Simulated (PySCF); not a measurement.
## Rotational lines of GeH⁺

Lines J+1 ← J of the vibrational ground state, computed from PBE0 constants of GeH⁺, ¹Σ⁺ (singlet), closed shell (basis Ge cc-pVTZ-PP with ECP10, H cc-pVTZ; scalar-relativistic core potentials; PySCF 2.14; masses 73.9212 and 1.0078 u), in MHz:

```json
{"J": "0", "ν (MHz)": "397734"}
{"J": "1", "ν (MHz)": "795250"}
{"J": "2", "ν (MHz)": "1192328"}
{"J": "3", "ν (MHz)": "1588749"}
{"J": "4", "ν (MHz)": "1984296"}
```

Question: Find B0 and the effective bond length r0; with αe = 0.160 cm⁻¹, find Re.

Answer: ν = 2B0(J+1) − 4D(J+1)³ gives B0 = 6.6341 cm⁻¹. With the reduced mass μred = 0.99427 u, r0 = √(16.8576/(μred·B0)) (u, cm⁻¹, Å) = 1.5987 Å. Be = B0 + αe/2 = 6.7141 cm⁻¹ gives Re = 1.589 Å.

For an ion De counts to the pair picked by the measured ionisation energies or electron affinities, which need not be the lowest pair at this level.
